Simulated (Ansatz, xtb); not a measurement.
**ClH2O2Si2: which of two structures lies lower**

Structure X is a doublet given by its coordinates and structure Y is a doublet given by its coordinates. Both are isolated molecules in the gas phase, relaxed with r2SCAN-D4/def2-SVP.

X (Å):

```xyz
7

Cl   -1.8070    1.3511    2.4690
O    -0.7742    1.6665   -0.4924
O    -3.1672    1.8232   -0.3351
Si   -1.8640    2.3161    0.6409
Si   -2.0776    1.1787   -1.4768
H    -2.1835   -0.2945   -1.6194
H    -2.1187    1.8683   -2.7889
```

Close contacts (Å): Cl1–Si4 2.07, O2–Si4 1.70, O2–Si5 1.70, O3–Si4 1.70, O3–Si5 1.70, Si4–Si5 2.41, Si5–H6 1.48, Si5–H7 1.48.

Y (Å):

```yaml
atoms:
  - { symbol: Cl, position_ang: [-3.5500, 2.1570, 1.2516] }
  - { symbol: O, position_ang: [-1.5002, 2.4550, -1.0803] }
  - { symbol: O, position_ang: [-1.9872, 0.1606, -0.5650] }
  - { symbol: Si, position_ang: [-2.8734, 1.5981, -0.5977] }
  - { symbol: Si, position_ang: [-0.5817, 1.0073, -1.0628] }
  - { symbol: H, position_ang: [-4.0037, 1.6257, -1.5428] }
  - { symbol: H, position_ang: [0.4957, 1.0147, -0.0110] }
```

Close contacts (Å): Cl1–Si4 2.05, O2–Si4 1.69, O2–Si5 1.71, O3–Si4 1.69, O3–Si5 1.71, Si4–Si5 2.41, Si4–H6 1.47, Si5–H7 1.51.

Quicker runs give these differences E(Y) − E(X): GFN2-xTB −0.94 kcal/mol; HF/STO-3G +5.16 kcal/mol (at GFN2-xTB geometries); r2SCAN-D4/def2-SVP//GFN2-xTB −0.47 kcal/mol.

Question: Which of the two would you expect CCSD(T)/def2-SVP + ΔMP2/def2-TZVPP electronic energies to favour?

Answer: Too close to call at this level: CCSD(T)/def2-SVP + ΔMP2/def2-TZVPP gives E(Y) − E(X) = −0.72 kcal/mol.

How the difference moves with the method:

| level | geometry | E(Y) − E(X) (kcal/mol) | departure from the last row (kcal/mol) | job, with rough time for the two |
| --- | --- | --- | --- | --- |
| GFN2-xTB | GFN2-xTB | −0.94 | −0.22 | optimisation, 0.13 s |
| HF/STO-3G | GFN2-xTB | +5.16 | +5.88 | single point, 0.56 s |
| r2SCAN-D4/def2-SVP//GFN2-xTB | GFN2-xTB | −0.47 | +0.25 | single point, 7.2 s |
| r2SCAN-D4/def2-SVP | r2SCAN-D4/def2-SVP | −0.42 | +0.30 | optimisation, 1.7 min |
| HF/def2-SVP | r2SCAN-D4/def2-SVP | −0.94 | −0.22 | part of the CCSD(T) run |
| MP2/def2-SVP | r2SCAN-D4/def2-SVP | −0.97 | −0.25 | part of the CCSD(T) run |
| CCSD(T)/def2-SVP | r2SCAN-D4/def2-SVP | −0.90 | −0.19 | single point |
| CCSD(T)/def2-SVP + ΔMP2/def2-TZVPP | r2SCAN-D4/def2-SVP | −0.72 |  | single point, 47 s |

The largest departure from CCSD(T)/def2-SVP + ΔMP2/def2-TZVPP is that of HF/STO-3G, 5.88 kcal/mol. The last row adds to CCSD(T) the change of the MP2 difference between the two basis sets, here +0.19 kcal/mol.

With harmonic frequencies from r2SCAN-D4/def2-SVP (ideal gas, rigid rotor, one conformer each, 1000 K, 1 atm): on the last row, ΔE + ΔZPE = −1.00, ΔH = −0.92, ΔG = −0.70 kcal/mol.

Open shells are spin-unrestricted. The correlated steps freeze 17 core orbitals. Codes used: Ansatz 0.2.0, xtb 6.7.1; the last row on 2 threads of Arm Neoverse V2 on a shared host.
